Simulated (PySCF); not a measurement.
SMILES [CH3][Al]([CH3])[O][SiH2]OB(O)O at its GFN2-xTB optimised geometry (Å):

```
19

B     -0.9120    -1.0338    -2.5977
O     -0.2216    -0.0447    -3.2207
O     -1.5523    -1.9681    -3.3580
O     -0.9638    -1.0922    -1.2572
Si    -0.4161    -0.2275     0.0000
O     -0.9249    -1.0226     1.3167
Al    -1.4372    -1.8848     2.6767
C     -3.3180    -2.5492     2.6473
C     -0.0454    -2.0965     4.0884
H     -0.2514    -0.1039    -4.1762
H     -2.0224    -2.6294    -2.8514
H     -1.0452     1.0922     0.0000
H      1.0452    -0.2275     0.0000
H     -3.6157    -3.0384     3.5769
H     -3.4749    -3.2681     1.8371
H     -4.0213    -1.7299     2.4675
H      0.8198    -2.6523     3.7153
H      0.3349    -1.1216     4.4085
H     -0.4062    -2.6152     4.9780
```

Method: B3LYP/def2-SVP (PySCF). Cells within 0.4 Å of a nucleus heavier than hydrogen are left out (blank, or x).

Map of the Laplacian of the electron density (e/bohr⁵), clipped to [-1.50, 1.50] on the plane z = 0.0 Å:

```
|5555555555555555555555555555555|
|5555555555555555555555555555555|
|5555555555555555555555555555555|
|5555555555555555555555555555555|
|5555555555555555555555555555555|
|5555555555555555555555555555555|
|5555555555555555555555555555555|
|5555555555555555555555555555555|
|5555555555555555555555555555555|
|5555555555445555555555555555555|
|5555555554003555555555555555555|
|5555555554103455555555555555555|
|5555555554323445555555555555555|
|5555555555445665555555555555555|
|5555555555469999544455555555555|
|555555555559xxx9643235555555555|
|555555555569xxx9842004555555555|
|555555555559xxx9643235555555555|
|5555555555579999544455555555555|
|5555555555556765555555555555555|
|5555555555555555555555555555555|
|5555555555555555555555555555555|
|5555555555555555555555555555555|
|5555555555555555555555555555555|
|5555555555555555555555555555555|
|5555555555555555555555555555555|
|5555555555555555555555555555555|
|5555555555555555555555555555555|
|5555555555555555555555555555555|
|5555555555555555555555555555555|
|5555555555555555555555555555555|
```
Scale: ten equal steps from -1.50 (start of '0') to 1.50 (end of '9'), in the order '0123456789'; x runs from -3.50 to 3.50, y from -3.50 (bottom) to 3.50 (top).
